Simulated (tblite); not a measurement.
Species: C₈H₁₁FSi.
SMILES with atom numbers: `[CH2:1]=[CH:2][CH2:3][C:4]#[C:5][C@@:6]1([SiH3:7])[CH2:8][C@H:9]1[F:10]` (hydrogens: H11, H12 on C1; H13 on C2; H14, H15 on C3; H16, H17, H18 on Si7; H19, H20 on C8; H21 on C9)

Structure optimised with GFN2-xTB, isolated species.

Task: What internal coordinates does the optimisation give?

Result: 
```
                     bond  length (Å)
                    C1=C2       1.319
                    C2–C3       1.503
                    C3–C4       1.449
                    C4≡C5       1.200
                    C5–C6       1.429
                   C6–Si7       1.895
                    C6–C8       1.518
                    C8–C9       1.487
                   C9–F10       1.363
                    C6–C9       1.506
                   C1–H11       1.077
                   C1–H12       1.078
                   C2–H13       1.083
                   C3–H14       1.097
                   C3–H15       1.097
Si7–H16, Si7–H17, Si7–H18       1.463
                   C8–H19       1.080
                   C8–H20       1.080
                   C9–H21       1.084
```

Bonds in one row agree within 0.01 Å and their mean is given. A selection of angles:
```
    angle  degrees
 C1–C2–C3    125.4
 C2–C3–C4    113.6
 C3–C4–C5    178.4
 C4–C5–C6    178.8
C5–C6–Si7    114.4
 C5–C6–C8    117.2
 C5–C6–C9    117.4
Si7–C6–C8    119.6
Si7–C6–C9    118.5
 C8–C6–C9     58.9
 C6–C8–C9     60.2
C8–C9–F10    118.1
 C6–C9–C8     60.9
C6–C9–F10    119.1
```

Dihedral angles: C1–C2–C3–C4 -1° (synperiplanar); C5–C6–C8–C9 107° (anticlinal); C6–C8–C9–F10 -110° (anticlinal); C5–C6–C9–C8 -107° (anticlinal).

The C–C distances run from 1.200 Å (C4≡C5, drawn triple) to 1.518 Å (C6–C8, drawn single), a spread of 0.318 Å. Si7 (SiH3 silicon) is tetrahedral (angles from 107.4° to 111.4°). The 3-membered ring C6–C8–C9 has internal angles of 58.9° to 60.9°. Of the pairs four or more bonds apart, C4···H12 is among the closest relative to their van der Waals radii: 2.54 Å, 87 % of the sum of Bondi's values.

Point group: C1 (no symmetry element, even within 0.4 Å). Its lowest GFN2-xTB frequency is 13 cm⁻¹, too small to tell a flat minimum from a shallow saddle. The numbers are those of one conformer. 3 starts were optimised and ended at 0.00, 0.07 and 0.24 kcal/mol (GFN2-xTB); the lowest of these is shown.

The run took 2.2 s wall on one thread, Arm Neoverse N1 (aarch64), no GPU, on a shared host. That covers the optimisation of the geometry.

These are computed values.
